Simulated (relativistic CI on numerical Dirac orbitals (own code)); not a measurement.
## Level scheme of Bi XLVI

These numbers are calculated, not measured: Dirac-Coulomb-Breit CI, orbitals from a KLI potential per configuration, QED by a radiative potential, unscaled Slater integrals (own radial code, finite nucleus).

Configurations in the expansion (outside the closed core [Ar] 3d10): 4s²4p⁶4d², 4s²4p⁶4d4f, 4s²4p⁵4d³, 4s4p⁶4d³, 4s²4p⁵4d²4f, 4s4p⁶4d²4f, 4s²4p⁶4d5s, 4s²4p⁶4f5s, 4s²4p⁶4d5p, 4s²4p⁶4d5d, 4p⁶4d³4f, 4s²4p⁵4d²5s, 4s²4p⁶4d5f, 4s4p⁶4d4f5s, 4s²4p⁶4d5g, 4s²4p⁶5s5p, 4s²4p⁵4d²5d, 4s4p⁶4d²5s, 4s²4p⁶4d6s, 4s²4p⁶4d6d, 4s²4p⁶4f², 4s²4p⁵4f³, 4s4p⁶4f³, 4p⁶4d⁴, 4p⁵4d⁵, 4p⁵4d⁴4f, 4s²4p⁶4f5p, 4s²4p⁵4f²5p, 4s4p⁶4f²5p, 4s²4p⁶5s², 4s²4p⁵4f5s², 4s4p⁶4f5s², 4s²4p⁶5p², 4s²4p⁵4f5p², 4s4p⁶4f5p², 4p⁶4d³5s, 4p⁵4d⁴5s, 4p⁵4d³4f5s, 4s4p⁶4d5s², 4s4p⁵4d4f5s², 4p⁶4d4f5s². Double excitations out of closed p, d and f shells are left out; levels of such configurations are missing from the list, as are those of other unlisted configurations, and high levels can miss mixing partners. These lack a partner that the ground configuration has and come out too high: 4s²4p⁵4d²5s, 4s²4p⁵4d²5d, 4s4p⁶4d²5s.

The lowest level is 4s²4p⁶4d² ³F2, with 73 % of that term; Hund's rules for 4s²4p⁶4d² give ³F with J = 2, in agreement.

```
No.  Configuration  Term  J   E (eV)    %  Landé g
  1      4s²4p⁶4d²    ³F  2    0.000   73    0.766
  2      4s²4p⁶4d²    ³P  0   10.573   70         
  3      4s²4p⁶4d²    ³F  3   33.203   99    1.077
  4      4s²4p⁶4d²    ³P  2   37.927   49    1.174
  5      4s²4p⁶4d²    ³P  1   39.644   99    1.496
  6      4s²4p⁶4d²    ¹G  4   39.701   70    1.069
  7      4s²4p⁶4d²    ³F  4   70.292   70    1.170
  8      4s²4p⁶4d²    ¹D  2   73.943   47    1.209
  9      4s²4p⁶4d²    ¹S  0   85.845   70         
 10     4p⁵4d³(2D)   ³D°  2  191.902   27    1.104
 11     4p⁵4d³(4F)   ⁵D°  1  194.330   29    1.002
 12     4p⁵4d³(4F)   ⁵D°  0  196.333   53         
 13     4p⁵4d³(2D)   ³F°  3  197.966   25    1.065
 14     4p⁵4d³(4F)   ⁵F°  3  220.083   37    1.291
 15     4p⁵4d³(4P)   ⁵S°  2  222.952   31    1.590
 16     4p⁵4d³(4F)   ⁵G°  4  223.372   33    1.202
 17     4p⁵4d³(2G)   ³F°  2  225.731   39    1.057
 18     4p⁵4d³(4F)   ⁵D°  1  226.673   40    0.965
 19     4p⁵4d³(2F)   ³G°  5  227.762   31    1.158
 20     4p⁵4d³(4F)   ³G°  3  228.209   44    1.014
 21     4p⁵4d³(4P)   ³P°  0  228.363   41         
 22     4p⁵4d³(2G)   ³F°  4  228.436   31    1.109
 23     4p⁵4d³(2G)   ³H°  6  228.955   44    1.120
 24     4p⁵4d³(4F)   ³G°  4  232.529   32    1.098
 25     4p⁵4d³(4P)   ³D°  2  233.287   32    1.200
 26     4p⁵4d³(2P)   ³S°  1  233.406   33    1.626
 27     4p⁵4d³(4F)   ³G°  3  233.771   25    1.160
 28     4p⁵4d³(2G)   ³G°  5  237.627   32    1.082
 29     4p⁵4d³(2H)   ³G°  3  240.564   50    0.833
 30     4p⁵4d³(2D)   ³F°  4  241.041   32    1.217
 31     4p⁵4d³(2D)   ³P°  2  243.045   31    1.232
 32     4p⁵4d³(2G)   ³F°  2  246.258   31    0.859
 33     4p⁵4d³(2D)   ³D°  3  248.612   41    1.255
 34     4p⁵4d³(4P)   ³D°  1  252.738   31    0.828
 35      4s²4p⁵4d³   ³G°  4  254.864   25    1.237
 36     4p⁵4d³(2F)   ³D°  1  255.263   37    0.851
 37     4p⁵4d³(2D)   ³D°  2  257.147   29    1.289
 38     4p⁵4d³(4F)   ⁵G°  5  257.586   38    1.211
 39     4p⁵4d³(4F)   ⁵G°  6  260.146   51    1.184
 40     4p⁵4d³(4P)   ⁵D°  3  261.442   22    1.189
 41     4p⁵4d³(2P)   ³D°  2  261.737   32    1.247
 42     4p⁵4d³(2G)   ³G°  4  262.164   34    1.113
 43     4s²4p⁶4d4f   ³H°  4  262.789   71    0.862
 44     4p⁵4d³(2D)   ³P°  1  263.245   62    1.467
 45     4p⁵4d³(4F)   ³G°  5  263.613   36    1.148
 46     4p⁵4d³(2H)   ³I°  7  264.031  100    1.137
 47     4p⁵4d³(2D)   ³F°  4  264.232   45    1.185
 48     4p⁵4d³(2D)   ³D°  3  264.507   51    1.221
 49     4p⁵4d³(2F)   ³G°  5  266.708   51    1.133
 50     4p⁵4d³(2F)   ³F°  3  268.488   36    1.236
 51     4p⁵4d³(2F)   ¹G°  4  269.857   37    1.150
 52     4p⁵4d³(4P)   ³D°  1  270.701   58    0.808
 53     4p⁵4d³(2H)   ³H°  6  270.721   68    1.110
 54     4p⁵4d³(2D)   ³P°  0  271.404   79         
 55     4p⁵4d³(2G)   ³F°  2  273.162   37    0.982
 56     4p⁵4d³(4P)   ⁵P°  3  274.140   20    1.189
 57     4s²4p⁶4d4f   ³F°  2  276.208   27    1.114
 58     4p⁵4d³(2D)   ³F°  4  277.266   48    1.146
 59     4s²4p⁶4d4f   ¹D°  2  277.296   21    0.998
 60     4p⁵4d³(2F)   ³G°  5  278.941   40    1.094
 61     4s²4p⁶4d4f   ¹G°  4  281.230   28    1.022
 62     4s²4p⁶4d4f   ³F°  3  281.317   26    1.064
 63     4p⁵4d³(2D)   ³P°  1  282.125   44    1.179
 64     4p⁵4d³(2F)   ³D°  2  282.223   35    1.051
 65     4p⁵4d³(2F)   ¹F°  3  285.221   28    1.080
 66     4p⁵4d³(2D)   ³P°  1  285.297   32    1.097
 67     4s²4p⁶4d4f   ³H°  5  286.593   72    1.032
 68     4p⁵4d³(2D)   ³P°  0  287.095   58         
 69     4p⁵4d³(2D)   ³D°  2  287.226   39    1.093
 70     4p⁵4d³(4P)   ³D°  2  289.956   32    1.118
```

Energies count from the lowest computed level; ° marks odd parity. Percentages are summed over parent terms; the parents shown are those of the largest component, closed shells are left out there.

The mean weight of the leading LS term, summed over parents, in these 70 levels is 44 %, and that of the leading jj configuration (from the same eigenvectors) 87 %, so jj coupling describes them better and the LS labels are nominal.

At this charge energies of transitions that change n are usually good to better than 1 %, and those within a shell (Δn = 0) to a few per cent.

LS names give the leading component of a level, which can be under half, so a name can repeat, a term be missing and a line seem to break the LS rules.
